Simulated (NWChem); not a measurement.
**Correlation energy of N-methylmethanimine (C2H5N)**

```
N
C 1 1.2642
H 2 1.1005 1 119.76
H 2 1.1112 3 116.64 1 180.00
C 1 1.4441 2 118.78 3 180.00
H 5 1.1032 1 109.26 2 122.08
H 5 1.1032 6 106.23 1 -117.75
H 5 1.1102 6 108.73 7 -116.87
```
Charge 0, spin multiplicity 1.

Everything below was run with NWChem. The geometry was optimised at B3LYP/def2-SVP, a minimum by its harmonic frequencies.

Basis set: STO-3G. Each correlation energy counts from its own Hartree-Fock reference.

The correlated methods keep 3 core orbitals frozen. Coupled-cluster values serve here as a point of comparison, not as the truth.

### Question
Order these methods by the correlation energy they give, lowest first: MP2, SCS-MP2, CR-CCSD[T], CCSD.

### Answer
CR-CCSD[T] (-221.5 mHa), CCSD (-219.9 mHa), SCS-MP2 (-185.3 mHa), MP2 (-172.4 mHa)
